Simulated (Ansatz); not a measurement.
Geometry optimisation, Ansatz 0.2.0, RKS PBE0-D4/def2-SVP.

Input file:

```yaml
crystal:
  periodic: [false, false, false]
  atoms:
    - { symbol: B, position_ang: [-0.051542, -0.406358, -0.161303] }
    - { symbol: H, position_ang: [0.006863, -0.575065, 1.030695] }
    - { symbol: O, position_ang: [1.068108, -0.374782, -0.918932] }
    - { symbol: H, position_ang: [1.877692, -0.431963, -0.408131] }
    - { symbol: O, position_ang: [-1.241787, -0.336903, -0.798876] }
    - { symbol: H, position_ang: [-1.994252, -0.375671, -0.204785] }
    - { symbol: Cl, position_ang: [0.130368, 2.421447, 1.017879] }
    - { symbol: H, position_ang: [0.132849, 1.203996, 1.556752] }
basis:
  gaussian: { orbitals: def2-SVP }
hamiltonian:
  xc: pbe0
  dispersion: d4
relax:
  f_tol: 0.03
  max_steps: 50
output:
  orbitals: {}
```

Run as:

```bash
$ ansatz run input.yaml --threads 1 --pin off --max-ram 2048MiB --backend cpu --events-out ev --progress --plain --runs-dir out
```

Question: Where does it end, and by what steps?

Answer: The forces met the threshold. After 9 steps the energy has fallen by 0.083 eV; Cl7 moved furthest, 0.46 Å.

| step | energy less start (eV) | largest force component (eV/Å) | accepted |
| --- | --- | --- | --- |
| 0 | 0.0000 | 1.092 | yes |
| 1 | -0.0485 | 0.904 | yes |
| 2 | 0.0201 | 1.535 | no |
| 3 | -0.0654 | 0.617 | yes |
| 4 | -0.0747 | 0.473 | yes |
| 5 | -0.0802 | 0.224 | yes |
| 6 | -0.0817 | 0.163 | yes |
| 7 | -0.0823 | 0.078 | yes |
| 8 | -0.0828 | 0.054 | yes |
| 9 | -0.0829 | 0.009 | yes |

```xyz
8
Properties=species:S:1:pos:R:3
B -0.055 -0.479 -0.218
H 0.012 -0.444 1.003
O 1.060 -0.532 -0.978
H 1.873 -0.515 -0.467
O -1.248 -0.494 -0.851
H -1.998 -0.456 -0.254
Cl 0.178 2.666 1.410
H 0.106 1.379 1.468
```

Whether the end is a true minimum wasn't checked by a vibrational analysis.

Run time: 18 s on 1 thread of Intel(R) Xeon(R) 6975P-C (Granite Rapids), on a shared host, peak memory 0.16 GiB.
